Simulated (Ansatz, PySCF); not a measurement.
C4H10Be, charge -1, doublet, at a GFN2-xTB geometry (such geometries of metal compounds can be far from the true shape) (a state made from the parent by changing its charge; the spin is typed, not shown lowest) (in this run its highest filled SCF level lies above zero, so its values depend strongly on the basis, on diffuse functions most of all). Base run: PySCF with BHANDHLYP/STO-3G.

The PySCF input:
```python
from pyscf import gto, scf, dft

mol = gto.M(
    atom='''
Be    0.88495218    0.42830483   -0.38015508
C     1.39662151   -0.60768527    1.05205713
C     0.95147789   -1.93514229    0.46554251
H     0.82845398   -0.44311119    1.98329159
H     2.44841924   -0.71955583    1.38032029
H     1.51302885   -2.15105337   -0.45002473
H    -0.10018075   -1.88438454    0.18991389
H     1.07323820   -2.81030499    1.13446827
C    -0.98415472    0.55670125   -0.46277029
C    -1.58167665    1.89074909   -0.90050341
H    -1.39939613    0.33177120    0.53383697
H    -1.41619321   -0.22157419   -1.12140351
H    -1.25836344    2.14055156   -1.91569281
H    -1.23494686    2.69569103   -0.24647054
H    -2.68747680    1.92101417   -0.89357480
''',
    basis='sto-3g',
    charge=-1,
    spin=1,
    verbose=4,
)

mf = dft.UKS(mol)
mf.xc = 'bhandhlyp'
mf.kernel()
```

The same geometry, method and basis name were run in Ansatz (a quantum-chemistry and plane-wave program) and PySCF, at each program's defaults and at the settings that a row names. The base is PySCF at its defaults. Differences at the defaults can come from grids, fitting, cores and function types together.

| code and settings | ΔE vs base (µEh) | basis functions | E (Eh) | SCF cycles |
|---|---|---|---|---|
| PySCF, defaults (exact integrals, its default grid, spherical functions) | 0.0 | 35 | -170.85113 | 12 |
| Ansatz, defaults (factorised integrals, its default grid, spherical functions) | 9.3 | 35 | -170.85112 | - |
| PySCF, density fitting with def2-universal-jkfit | -1110 | 35 | -170.85224 | 12 |
| PySCF, fine grid | -2.6 | 35 | -170.85114 | 12 |
| Ansatz, high accuracy | -2.5 | 35 | -170.85114 | - |

Open shells are given as the SCF converged; they aren't shown to be the lowest states, and a large step between rows can be another state.
